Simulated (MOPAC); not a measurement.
Job for MOPAC: PM7 on GaH3O (SMILES [OH][GaH2]), a point of a bond scan (R = 2.598 Å).

```
PM7 1SCF PRECISE CHARGE=0 THREADS=1
GaH3O

Ga    -0.22521905 1    -0.28436532 1     0.02581913 1
H      0.06027017 1    -1.29718128 1     1.17225298 1
H     -1.35945454 1    -0.30870479 1    -1.05292543 1
O      0.93817677 1     1.08727522 1    -0.02402144 1
H      0.49911314 1     2.80375672 1    -1.92354637 1
```

It printed:

```
*******************************************************************************
 **                                                                           **
 **                              MOPAC v23.2.5                                **
 **                                                                           **
 *******************************************************************************
 ** MOPAC's Digital Object Identifier: https://doi.org/10.5281/zenodo.6511958 **
 **                                                                           **
 ** Please cite the open-source release paper for use of this MOPAC version:  **
 ** J. E. Moussa and J. J. P. Stewart (2026)                                  **
 ** MOPAC: An open-source semiempirical molecular orbital program             **
 ** J. Open Source Softw., 11(119), 8025, https://doi.org/10.21105/joss.08025 **
 *******************************************************************************

                              PM7 CALCULATION RESULTS

 *******************************************************************************
 *  PM7        - The PM7 Hamiltonian to be used
 *
 *
 *
 *                 CHARGE ON SYSTEM = 0
 *
 *
 *
 *  PRECISE    - TIGHTER CRITERIA TO BE USED
 *  1SCF       - DO 1 SCF AND THEN STOP
 *  THREADS=1  - MULTI-THREADING NOT USED
 *  T=         - A TIME OF 172800.0 SECONDS REQUESTED
 *  DUMP=N     - RESTART FILE WRITTEN EVERY 7200.0 SECONDS REQUESTED
 *******************************************************************************
PM7 1SCF PRECISE CHARGE=0 THREADS=1
 GaH3O

   ATOM   CHEMICAL          X               Y               Z
  NUMBER   SYMBOL      (ANGSTROMS)     (ANGSTROMS)     (ANGSTROMS)

     1      Ga         -0.22521905  *  -0.28436532  *   0.02581913  *
     2       H          0.06027017  *  -1.29718128  *   1.17225298  *
     3       H         -1.35945454  *  -0.30870479  *  -1.05292543  *
     4       O          0.93817677  *   1.08727522  *  -0.02402144  *
     5       H          0.49911314  *   2.80375672  *  -1.92354637  *



          CARTESIAN COORDINATES

    NO.       ATOM           X           Y           Z

     1        Ga         -0.2252     -0.2844      0.0258
     2         H          0.0603     -1.2972      1.1723
     3         H         -1.3595     -0.3087     -1.0529
     4         O          0.9382      1.0873     -0.0240
     5         H          0.4991      2.8038     -1.9235

 General Reference for PM7:
 "Optimization of Parameters for Semiempirical Methods VI: More Modifications to the
 NDDO Approximations and Re-optimization of Parameters", J. J. P. Stewart, J. Mol. Mod., 1:32, 19 (2013)
 https://link.springer.com/article/10.1007/s00894-012-1667-x

           Empirical Formula: H3 O Ga  =     5 atoms



      MOLECULAR POINT GROUP   :   Cs


      RHF CALCULATION, NO. OF DOUBLY OCCUPIED LEVELS = 6


 -------------------------------------------------------------------------------
 PM7 1SCF PRECISE CHARGE=0 THREADS=1
 GaH3O



     1SCF WAS SPECIFIED, SO BFGS WAS NOT USED
     SCF FIELD WAS ACHIEVED


                              PM7 CALCULATION
                                                       MOPAC v23.2.5 Linux




          FINAL HEAT OF FORMATION =        118.12406 KCAL/MOL =     494.23109 KJ/MOL


          COSMO AREA              =         91.85 SQUARE ANGSTROMS
          COSMO VOLUME            =         69.85 CUBIC ANGSTROMS

          IONIZATION POTENTIAL    =          8.360104 EV
          HOMO LUMO ENERGIES (EV) =         -8.360 -2.732
          NO. OF FILLED LEVELS    =          6
          MOLECULAR WEIGHT        =         88.7581         POINT GROUP:  Cs

          MOLECULAR DIMENSIONS (Angstroms)

            Atom       Atom       Distance
            H     5    H     2     5.15696
            O     4    H     3     2.79521
            H     3    H     5     0.00000


          SCF CALCULATIONS        =          1





   ATOM   CHEMICAL          X               Y               Z
  NUMBER   SYMBOL      (ANGSTROMS)     (ANGSTROMS)     (ANGSTROMS)

     1      Ga         -0.22521905  *  -0.28436532  *   0.02581913  *
     2       H          0.06027017  *  -1.29718128  *   1.17225298  *
     3       H         -1.35945454  *  -0.30870479  *  -1.05292543  *
     4       O          0.93817677  *   1.08727522  *  -0.02402144  *
     5       H          0.49911314  *   2.80375672  *  -1.92354637  *

                             CARTESIAN COORDINATES

   1   Ga       -0.225219050    -0.284365320     0.025819130
   2    H        0.060270170    -1.297181280     1.172252980
   3    H       -1.359454540    -0.308704790    -1.052925430
   4    O        0.938176770     1.087275220    -0.024021440
   5    H        0.499113140     2.803756720    -1.923546370


           Empirical Formula: H3 O Ga  =     5 atoms



      MOLECULAR POINT GROUP   :   Cs


                  EIGENVALUES
 -23.69207 -17.79323 -11.06904 -10.32990  -9.37758  -8.36010  -2.73183   1.83647
   3.95317   4.14068   5.29994


              NET ATOMIC CHARGES AND DIPOLE CONTRIBUTIONS

  ATOM NO.   TYPE          CHARGE      No. of ELECS.   s-Pop       p-Pop
    1         Ga           0.280121        2.7199     1.18070     1.53918
    2          H           0.033828        0.9662     0.96617
    3          H           0.006365        0.9936     0.99363
    4          O          -0.741453        6.7415     1.92134     4.82011
    5          H           0.421139        0.5789     0.57886
 DIPOLE           X         Y         Z       TOTAL
 POINT-CHG.    -2.666     1.197    -3.612     4.647
 HYBRID         0.478     0.627    -0.075     0.792
 SUM           -2.188     1.823    -3.687     4.659


          ATOMIC ORBITAL ELECTRON POPULATIONS

     Atom    s        px        py        pz
    1 Ga   1.18070   0.47102   0.48117   0.58699
    2  H   0.96617
    3  H   0.99363
    4  O   1.92134   1.63513   1.58721   1.59778
    5  H   0.57886

 **********************
 *                    *
 * JOB ENDED NORMALLY *
 *                    *
 **********************




 == MOPAC DONE ==
```

The run finished.

Cost: about 0.04 core-seconds (a rough figure).
